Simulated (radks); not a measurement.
Problem. Radial electron density D(r) = 4 pi r^2 rho(r) of an atom or ion with 48 electrons. Method: Dirac Kohn-Sham, PBE, spin-unpolarised, spherical densities, finite nucleus; Fermi nuclear charge, rms radius of each element as measured or else 0.836 A^(1/3) + 0.57 fm; computed with a radial shooting solver on a logarithmic mesh with Libxc functionals.

r (bohr)  D(r) (e/bohr)
0.002541          8.762
0.003362          13.50
0.004413          20.02
0.005839          28.99
0.007726          40.03
0.01014           51.65
0.01342           62.14
0.01761           67.85
0.0233            67.05
0.03083           61.66
0.04047           59.38
0.05355           67.50
0.07029           81.70
0.093             85.89
0.1231            71.95
0.1615            61.04
0.2137            68.77
0.2805            69.49
0.3712            43.73
0.4911            23.63
0.6446            25.57
0.8529            24.20
1.119             13.57
1.481             5.405
1.96              2.051
2.572            0.6189
3.404           0.08839
4.468          0.004609

What is the nuclear charge?

Solution. Z = 52. The innermost maximum, from 1s, lies near gamma/Z bohr with gamma = sqrt(1 - (Z/c)^2) = 0.925, here 0.0178 bohr (found: 0.0195), and its height grows with Z. The density is that of the tellurium ion Te4+ in [Kr] 4d10 5s2; the configuration itself is not fixed sharply by these data, and Z only to a few units. D(r) has 4 maxima, at r = 0.0195, 0.0859, 0.249, 0.727 bohr, and minima at 0.0383, 0.164, 0.528 bohr, inside which lie 2.03, 11.22, 28.95 electrons.
